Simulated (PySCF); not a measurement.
State search for NaSn⁺

Unrestricted PBE0; basis Na x2c-SVPall, Sn x2c-SVPall; spin-free X2C with a Gaussian nucleus; PySCF 2.14. Outer shells of the fragments: Na+ closed shells only; Sn 4d10 5s2 5p2.

Followed along the bond (rough minima from three points):

```tsv
2Ms+1	unpaired	⟨S²⟩ at the start	R at minimum (Å)	Te (eV)
3	σ ↑, π ↑	2.00	3.39	0.00
1	σ ↑, π ↓	1.01	3.45	0.26
1	none	0.00	3.30	0.35
3	π ↑↑	2.00	none in the scan	≤ 0.73
1	π ↑↓	1.01	none in the scan	≤ 1.02
```

Solutions found at the starting distance of 3.025 Å, counted from the lowest of them; the search is not exhaustive and high or unbound solutions are not listed, so other states can lie among these:

| 2Ms+1 | unpaired | term | E (eV) | ⟨S²⟩ | ⟨Lz²⟩ | μ (D) |
| --- | --- | --- | --- | --- | --- | --- |
| 3 | σ ↑, π ↑ | ³Π | 0.00 | 2.00 | 1.00 | -8.62 |
| 1 | σ ↑, π ↓ | mixed | 0.29 | 1.01 | 1.00 | -8.54 |
| 1 | none | ¹Σ⁺ | 0.34 | 0.00 | 0.00 | -7.55 |
| 3 | π ↑↑ | ³Σ⁻ | 0.77 | 2.00 | 0.00 | -9.46 |
| 1 | π ↑↓ | mixed | 1.06 | 1.01 | 2.01 | -9.38 |
| 1 | none | mixed | 1.89 | 0.00 | 2.00 | -9.06 |

A term symbol is given only where ⟨S²⟩ and ⟨Lz²⟩ are close to those of a pure state; real π, δ and φ orbitals otherwise mix terms. A positive dipole points towards Sn; it is taken about the centre of mass and depends on that origin.

Spin–orbit coupling is left out.
